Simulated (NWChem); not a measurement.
System: C₃H₄F₂O; SMILES COC=C(F)F

```xyz
10

C      0.1482    -2.5524     0.0682
O     -0.3805    -1.3160    -0.3817
C      0.4849    -0.2695    -0.2746
C      0.0634     0.9562     0.0901
F     -1.1797     1.2645     0.4299
F      0.8573     2.0230     0.0987
H     -0.6120    -3.3276    -0.1439
H      0.3608    -2.5400     1.1616
H      1.0894    -2.8162    -0.4696
H      1.5477    -0.4154    -0.5382
```
Atoms are numbered in this order, from 1.

Program: NWChem. Pople sets run with spherical d functions. STO-3G and 3-21G are far too small for this property and stand as cheap habits. Structure relaxed at the PBE-D3(BJ)/def2-SVP level. Field at 589 nm.

Problem. Among these, which level gives the lowest value of “isotropic polarisability (bohr³)”?
(A) B3LYP/STO-3G
(B) B3LYP/def2-SVP
(C) B3LYP/6-31G*

Solution. A, B3LYP/STO-3G. Values: B3LYP/STO-3G 23.5; B3LYP/6-31G* 38.4; B3LYP/def2-SVP 39.2
